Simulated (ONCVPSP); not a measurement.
An all-electron radial function and its pseudo partner (Mn)

Columns: radius, all-electron u(r) and pseudo u(r) of the 3p shell (level -62.80 eV) of manganese in the configuration [Ne] 3s2 3p6 3d5 4s1; revPBE, scalar-relativistic, ONCV scheme, ONCVPSP 4.0.1.

| r (bohr) | all-electron | pseudo |
| --- | --- | --- |
| 0.080 | -0.4154 | 0.0349 |
| 0.160 | -0.5826 | 0.1348 |
| 0.240 | -0.3542 | 0.2857 |
| 0.320 | 0.0374 | 0.4676 |
| 0.400 | 0.4260 | 0.6569 |
| 0.480 | 0.7379 | 0.8309 |
| 0.560 | 0.9535 | 0.9710 |
| 0.640 | 1.0785 | 1.0659 |
| 0.720 | 1.1297 | 1.1123 |
| 0.800 | 1.1262 | 1.1138 |
| 0.880 | 1.0852 | 1.0788 |
| 0.960 | 1.0204 | 1.0181 |
| 1.040 | 0.9423 | 0.9418 |
| 1.120 | 0.8584 | 0.8583 |
| 1.200 | 0.7736 | 0.7736 |
| 1.280 | 0.6913 | 0.6913 |
| 1.360 | 0.6136 | 0.6136 |
| 1.440 | 0.5417 | 0.5417 |
| 1.520 | 0.4760 | 0.4761 |
| 1.600 | 0.4168 | 0.4168 |
| 1.680 | 0.3638 | 0.3638 |
| 1.760 | 0.3166 | 0.3166 |
| 1.840 | 0.2750 | 0.2750 |
| 1.920 | 0.2384 | 0.2384 |
| 2.000 | 0.2063 | 0.2063 |
| 2.080 | 0.1782 | 0.1782 |

**Question.** How many radial nodes do the two functions have?

**Answer.** The all-electron 3p function has n − l − 1 = 1; the pseudo-wave has 0, since the states of the same l below it are removed with the core.

**Question.** At about which radius was the pseudo-wave matched?

**Answer.** 1.20 bohr, where the columns begin to agree (steps of 0.08 bohr).

**Question.** Where does each function peak?

**Answer.** Outermost all-electron maximum near 0.72 bohr, pseudo maximum near 0.80 bohr (to the table’s step).

**Question.** Is the pseudo-wave norm-conserving?

**Answer.** Yes: the ONCV scheme keeps the norm inside the radius equal to the all-electron one, which fixes the energy derivative of the logarithmic derivative at the level.
